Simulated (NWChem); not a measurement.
System: SiIF₃; SMILES F[Si](F)(F)I

Excerpt of the output:

```
             Northwest Computational Chemistry Package (NWChem) 7.3.0
             --------------------------------------------------------

                             Geometry "geometry" -> ""
                             -------------------------

 Output coordinates in angstroms (scale by  1.889725989 to convert to a.u.)

  No.       Tag          Charge          X              Y              Z
 ---- ---------------- ---------- -------------- -------------- --------------
    1 F                    9.0000    -1.20301000    -0.87972900     1.76321700
    2 Si                  14.0000     0.00000000     0.00000000     1.19199300
    3 F                    9.0000     1.36337200    -0.60197300     1.76321700
    4 F                    9.0000    -0.16036200     1.48170100     1.76321700
    5 I                   53.0000     0.00000000     0.00000000    -1.19262200

 Effective nuclear repulsion energy (a.u.)     568.5557882447

                                 NWChem DFT Module
                                 -----------------

 Summary of "ao basis" -> "ao basis" (spherical)
 ------------------------------------------------------------------------------
       Tag                 Description            Shells   Functions and Types
 ---------------- ------------------------------  ------  ---------------------
 F                          def2-svp                 6       14   3s2p1d
 Si                         def2-svp                 8       18   4s3p1d
 I                          def2-svp                10       26   4s4p2d

            General Information
            -------------------
          SCF calculation type: DFT
          Wavefunction type:  closed shell.
          No. of atoms     :     5
          No. of electrons :    66
           Alpha electrons :    33
            Beta electrons :    33
          Charge           :     0
          Spin multiplicity:     1
          Use of symmetry is: off; symmetry adaption is: off
          Maximum number of iterations: 150
          AO basis - number of functions:    86
                     number of shells:    36
          Convergence on energy requested:  1.00D-06
          Convergence on density requested:  1.00D-05
          Convergence on gradient requested:  5.00D-04

[...]

                                NWChem TDDFT Module
                                -------------------

            General Information
            -------------------
           No. of orbitals :     172
            Alpha orbitals :      86
             Beta orbitals :      86
        Alpha frozen cores :       0
         Beta frozen cores :       0
     Alpha frozen virtuals :       0
      Beta frozen virtuals :       0
         Spin multiplicity :       1
    Number of AO functions :      86
        Use of symmetry is : off
      Symmetry adaption is : off
         Schwarz screening :  0.10D-07

              XC Information
              --------------
                 BHLYP Method XC Functional
              Hartree-Fock (Exact) Exchange   0.50
                 Slater Exchange Functional   0.50 local
             Becke 1988 Exchange Functional   0.50 non-local
       Lee-Yang-Parr Correlation Functional   1.00

             TDDFT Information
             -----------------
          Calculation type : Tamm-Dancoff TDDFT
         Wavefunction type : Restricted singlets
          No. of electrons :      66
           Alpha electrons :      33
            Beta electrons :      33
              No. of roots :       6
          Max subspacesize :    5200
            Max iterations :     100
               Target root :       1
           Target symmetry : none
      Symmetry restriction : off
                 Algorithm : Optimal
        Davidson threshold :  0.10D-03

    6 smallest eigenvalue differences (eV)
--------------------------------------------------------
  No. Spin  Occ  Vir  Irrep   E(Occ)    E(Vir)   E(Diff)
--------------------------------------------------------
    1    1   33   34 a        -0.354     0.007     9.849
    2    1   32   34 a        -0.354     0.007     9.849
    3    1   33   35 a        -0.354     0.091    12.112
    4    1   32   35 a        -0.354     0.091    12.112
    5    1   33   36 a        -0.354     0.091    12.112
    6    1   32   36 a        -0.354     0.091    12.112
--------------------------------------------------------

  Entering Davidson iterations
  Restricted singlet excited states

  Iter   NTrls   NConv    DeltaV     DeltaE      Time
  ----  ------  ------  ---------  ---------  ---------
    1      6       0     0.13E+00   0.10+100        8.0
    2     12       0     0.58E-01   0.66E-01        9.2
    3     18       0     0.14E-01   0.49E-02        8.8
    4     24       0     0.44E-02   0.17E-03        8.7
    5     30       1     0.13E-02   0.17E-04        8.1
    6     35       5     0.41E-03   0.14E-05        7.8
    7     36       5     0.12E-03   0.15E-06        5.7
    8     37       6     0.72E-04   0.12E-07        5.0
  ----  ------  ------  ---------  ---------  ---------
  Convergence criterion met

  Ground state a        -886.458722993097 a.u.

  ----------------------------------------------------------------------------
  Root   1 singlet a              0.241848958 a.u.                6.5810 eV
  ----------------------------------------------------------------------------
     Transition Moments    X  0.16502   Y  0.02646   Z  0.00000
     Dipole Oscillator Strength                    0.0045036654
     Electric Quadrupole                           0.0000000122
     Magnetic Dipole                               0.0000000114
     Total Oscillator Strength                     0.0045036890

[...]
```

Level: BHandHLYP/def2-SVP with def2 effective core potentials on I, TDA. Structure relaxed at the PBE0/def2-SVP level. def2 effective core potentials on I; no spin-orbit coupling.

Task: Write an input that gives this output.

Result: Several could match; the one computed here: the input that was run:
```
start job
memory heap 200 mb stack 900 mb global 1100 mb
geometry units angstroms noautosym nocenter noautoz
  F     -1.203010    -0.879729     1.763217
  Si     0.000000     0.000000     1.191993
  F      1.363372    -0.601973     1.763217
  F     -0.160362     1.481701     1.763217
  I      0.000000     0.000000    -1.192622
end
basis spherical
  F library def2-svp
  Si library def2-svp
  I library def2-svp
end
ecp
  I library def2-ecp
end
dft
  xc bhlyp
  iterations 150
end
tddft
  cis
  nroots 6
  notriplet
end
task tddft energy
```
